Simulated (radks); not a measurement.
Values are calculated unless marked as measured or tabulated.
Q: Sb, configuration [Kr] 4d10 5s2 5p3. Level of theory: Dirac Kohn-Sham, PBE, spin-unpolarised, spherical densities, point nucleus; open shells are shared between the two j in proportion to 2j + 1 (a radial shooting solver on a logarithmic mesh with Libxc functionals).

Spin-orbit splittings of the eigenvalues, e(l+1/2) - e(l-1/2), with zeta = 2 splitting/(2l+1) and mean radii in bohr:

shell  occ.  splitting (eV)  zeta (eV)  <r> j=l-1/2  <r> j=l+1/2
2p        6           251.8      167.9       0.1033       0.1087
3p        6           46.47      30.98       0.3208       0.3321
3d       10           9.656      3.862       0.3033       0.3069
4p        6           8.587      5.725       0.8325       0.8617
4d       10           1.243     0.4972        1.023        1.036
5p        3               ?          ?        2.824        2.966

Estimate the 5p splitting.

A: 0.6077 eV (zeta = 0.4051 eV).
